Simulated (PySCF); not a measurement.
SMILES OB(O)[SiH2]B(O)O at its PBE0/def2-SVP optimised geometry (Å):

```
13

B     -1.5052    -0.5120    -0.1075
O     -1.6765     0.8344    -0.1206
O     -2.5951    -1.3196    -0.1628
Si     0.3720    -1.3153    -0.0027
B      1.6650     0.2680     0.0000
O      3.0245     0.2680     0.0000
O      1.0544     1.4987     0.0000
H     -0.8337     1.3165    -0.0790
H     -3.4068    -0.7963    -0.2068
H      0.6844    -2.2287    -1.1542
H      0.5790    -2.1340     1.2404
H      3.4068    -0.6141    -0.0023
H      1.6891     2.2287     0.0003
```

Computed with PBE0/def2-TZVP in PySCF. Cells within 0.4 Å of a nucleus heavier than hydrogen are left out (blank, or x).

Map of the deformation density (molecule minus spherical neutral atoms) (e/bohr³) on the plane z = 0.0 Å:

```
|222222222222222222222222222|
|222222222222222222222222222|
|222222222222222222222222222|
|222222222222222222222222222|
|222222222222222222222222222|
|222222222222222211122222222|
|222222222222222111112222222|
|222222222211122110011222222|
|222222222111122268011222222|
|222222222110014xx4111222222|
|222222224376013xx3111222222|
|222222226x33011285113422222|
|22221111274111114x67xx22222|
|22211111164221236x56x321222|
|222100112xx4322564225911122|
|221105538x56522443111001122|
|2221132x52244xx112111011222|
|22211149211211x111111112222|
|222222232111111111122222222|
|222222222111111211222222222|
|222222222221111222222222222|
|222222222222222222222222222|
|222222222222222222222222222|
|222222222222222222222222222|
|222222222222222222222222222|
|222222222222222222222222222|
|222222222222222222222222222|
```
Scale: ten equal steps from -0.026 (start of '0') to 0.093 (end of '9'), in the order '0123456789'; x runs from -5.50 to 5.50, y from -5.50 (bottom) to 5.50 (top).
